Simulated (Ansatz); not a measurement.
C2F2N2O2Si (`O=C=N[Si](F)(F)N=C=O`), relaxed with RKS PBE0-D4/def2-TZVP in Ansatz from a PBE-D4/def2-SVP geometry. The force threshold is 0.005 eV/Å; the program also tests the step.

Total charge 0; spin multiplicity 1.

Start:

```xyz
9

O    -2.181    2.665   -1.311
C    -1.631    1.797   -0.739
N    -1.060    0.903   -0.155
Si   -0.314   -0.345    0.709
F    -0.018    0.143    2.218
F    -1.307   -1.612    0.796
N     1.134   -0.805   -0.035
C     2.181   -1.190   -0.507
O     3.196   -1.556   -0.974
```

Question: How much energy does the relaxation release, and in how many steps? (An estimate is asked.)

Answer: The calculation gave: 3.72 kcal/mol, in 32 steps, 4 of them rejected.

Question: Which bonds change most? (An estimate is asked.)

Answer: The calculation gave: Si4–F6 from 1.613 to 1.572 Å; Si4–F5 from 1.613 to 1.572 Å; Si4–N7 from 1.691 to 1.670 Å; N3–Si4 from 1.691 to 1.670 Å.

Question: Give the relaxed structure. (An estimate is asked.)

Answer: Computed: 
```xyz
9

O    -2.465    2.638   -1.008
C    -1.742    1.807   -0.651
N    -0.969    0.956   -0.317
Si   -0.247   -0.272    0.556
F     0.038    0.211    2.024
F    -1.217   -1.505    0.646
N     1.181   -0.724   -0.182
C     2.210   -1.292   -0.408
O     3.211   -1.818   -0.661
```
